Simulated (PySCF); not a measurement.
Cartesian coordinates in Å; atom numbers follow the order of the lines, from 1:
```xyz
17

C    -2.867   -0.105   -0.147
C    -1.879    0.333    0.915
O    -0.537    0.273    0.538
Ga    0.322   -0.270   -0.933
C     2.244   -0.038   -0.656
Si    2.727    0.028    1.160
H    -2.702   -1.154   -0.442
H    -2.783    0.516   -1.053
H    -3.900   -0.019    0.226
H    -2.019   -0.289    1.820
H    -2.111    1.371    1.221
H    -0.468   -0.833   -2.159
H     2.795   -0.837   -1.180
H     2.541    0.911   -1.137
H     4.219    0.009    1.308
H     2.219    1.276    1.803
H     2.191   -1.158    1.899
```

Geometry: PBE0-D3(BJ)/def2-SVP; GIAO absolute shieldings from PySCF, gas phase, non-relativistic, averaged over equivalent atoms.

At PBE0/pcSseg-1 (188 basis functions, 26 s wall time on 1 thread of an x86-64 server CPU, shared host):
| atoms | σ (ppm) |
| --- | --- |
| C2 | 117.6 |
| C1 | 160.2 |
| C5 | 195.5 |
| O3 | 166.4 |
| Ga4 | 1308.0 |
| Si6 | 420.0 |
| H12 | 25.40 |
| H10/H11 | 27.05 |
| H15/H16/H17 | 27.18 |
| H7/H8/H9 | 29.93 |
| H13/H14 | 31.57 |

Q: What do these become at HF/pcSseg-1?

A: 
| atoms | σ at HF/pcSseg-1 | change |
| --- | --- | --- |
| C2 | 133.0 | +15.4 |
| C1 | 167.4 | +7.2 |
| C5 | 207.3 | +11.8 |
| O3 | 251.3 | +84.9 |
| Ga4 | 1511.1 | +203.1 |
| Si6 | 453.0 | +33.0 |
| H12 | 26.78 | +1.38 |
| H10/H11 | 27.97 | +0.92 |
| H15/H16/H17 | 27.86 | +0.68 |
| H7/H8/H9 | 30.42 | +0.49 |
| H13/H14 | 32.45 | +0.88 |

The largest change is at Ga4 (Ga bonded to C, O, H). Cost: 188 basis functions, 11 s wall time on 1 thread of an x86-64 server CPU, shared host. The order of the carbon signals is the same at both levels.

Relativistic effects, spin–orbit coupling among them, are left out; they matter for Ga and for the light atoms bonded to it.
